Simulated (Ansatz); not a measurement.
# Energy profile

The step: SiNH₃Cl₂ ([NH2][SiH]([Cl])[Cl]) + H₂ → SiH₂Cl₂ ([Cl][SiH2][Cl]) + NH₃; bonds formed: Si1–H7, N2–H6; bonds broken: Si1–N2, H6–H7 (atoms numbered as in the saddle structure below).

```tsv
atom	x (Å)	y (Å)	z (Å)
Si1	-0.5971	0.3043	0.3091
N2	0.7310	-0.5895	-0.6014
Cl3	-1.9580	0.4539	-1.3138
Cl4	-0.2597	2.3031	0.6335
H5	-1.4382	-0.5309	1.1805
H6	1.0471	-0.5519	0.5977
H7	0.6868	-0.0202	1.5018
H8	0.4575	-1.3907	-1.1612
H9	1.3306	0.0218	-1.1462
```

Electronic energies by CCSD(T) at an estimated basis limit (MP2 extrapolated from triple and quadruple zeta, plus CCSD(T) − MP2 in triple zeta), on PBE0-D4/def2-TZVP structures; SiNH$_{5}$Cl$_{2}$, singlet; no counterpoise correction. Program: Ansatz 0.2.0. Basis: def2-TZVPP and def2-QZVPP. Cores are frozen in the correlated methods. Extrapolation: Hartree–Fock as exp(−7.88 √X), correlation as X^−2.97.

Problem. Give the profile in kcal/mol, counted from the separated reactants. (To be estimated.)

Solution. The calculation gives:
```json
{"point": "separated: SiNH$_{3}$Cl$_{2}$ (linked as [NH2][SiH]([Cl])[Cl]; Si1, N2, Cl3, Cl4, H5, H8, H9; singlet) + H$_{2}$ (H6, H7; singlet)", "kcal/mol": "0.00"}
{"point": "start structure", "kcal/mol": "-0.48"}
{"point": "saddle", "kcal/mol": "49.82"}
{"point": "end structure", "kcal/mol": "6.61"}
{"point": "separated: SiH$_{2}$Cl$_{2}$ (linked as [Cl][SiH2][Cl]; Si1, Cl3, Cl4, H5, H7; singlet) + NH$_{3}$ (N2, H6, H8, H9; singlet)", "kcal/mol": "11.40"}
```

T1 diagnostic: at most 0.010.

For scale, one of the runs: CCSD(T)/def2-TZVPP, 227 basis functions, launched by `ansatz run in.yaml --threads 4 --pin off --events-out ev --progress --plain --max-ram 9574MiB`. Time: 90 s of wall clock on 4 CPU threads of an Arm Neoverse V1; the host was shared. Peak host memory: 3.5 GiB.
